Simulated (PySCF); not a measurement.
C6H8. Atoms are numbered in the order given.

```xyz
14

C      0.1657     2.4235     0.0000
C      0.0334     1.2207     0.0000
C     -0.1487    -0.2242     0.0000
C     -1.5967    -0.6863     0.0000
C      0.8767    -1.0483     0.7499
C      0.8767    -1.0483    -0.7499
H      0.2863     3.4924     0.0000
H     -2.1246    -0.3154     0.8924
H     -1.6476    -1.7862     0.0000
H     -2.1246    -0.3154    -0.8924
H      0.5077    -1.9372     1.2707
H      1.6764    -0.5120     1.2671
H      0.5077    -1.9372    -1.2707
H      1.6764    -0.5120    -1.2671
```

Geometry optimised at ωB97X-D3(BJ)/def2-SVP.

Calculation: ωB97X-D3(BJ)/def2-SVP (PySCF 2.14.0).

Harmonic, unscaled wavenumbers; measured fundamentals usually lie a few per cent lower.

```csv
mode,ν (cm⁻¹),IR (km/mol),moving atoms (share of kinetic energy)
1,176,0.7,"C 74 %, H 26 %"
2,202,0.8,"H 60 %, C 40 %"
3,236,1.0,"H 67 %, C 33 %"
4,343,1.6,"C 53 %, H 47 %"
5,345,0.1,"C 66 %, H 34 %"
6,548,13.8,"C 83 %, H 17 %"
7,557,1.8,"C 79 %, H 21 %"
8,678,3.4,"C 80 %, H 20 %"
9,701,40.2,"H 74 %, C 26 %"
10,744,31.2,"H 74 %, C 26 %"
11,792,0.1,H 97 %
12,894,2.6,"C 52 %, H 48 %"
13,937,9.9,"H 55 %, C 45 %"
14,958,3.5,"H 64 %, C 36 %"
15,973,11.8,"H 64 %, C 36 %"
16,1048,5.0,"H 77 %, C 23 %"
17,1091,0.3,"H 66 %, C 34 %"
18,1109,0.3,"C 65 %, H 35 %"
19,1123,6.4,"H 56 %, C 44 %"
20,1187,0.1,"H 75 %, C 25 %"
21,1326,3.8,"C 62 %, H 38 %"
22,1357,1.9,"C 58 %, H 42 %"
23,1419,4.0,"H 65 %, C 35 %"
24,1444,6.7,"H 92 %, C 8 %"
25,1469,2.7,H 96 %
26,1482,7.1,H 95 %
27,1517,0.9,"H 55 %, C 45 %"
28,2267,14.3,"C 91 %, H 9 %"
29,3067,22.0,H 97 %
30,3159,10.1,H 95 %
31,3165,12.9,"H 90 %, C 10 %"
32,3165,1.7,H 92 %
33,3168,18.3,H 92 %
34,3260,0.0,"H 89 %, C 11 %"
35,3268,5.4,"H 89 %, C 11 %"
36,3486,76.4,"H 85 %, C 15 %"
```
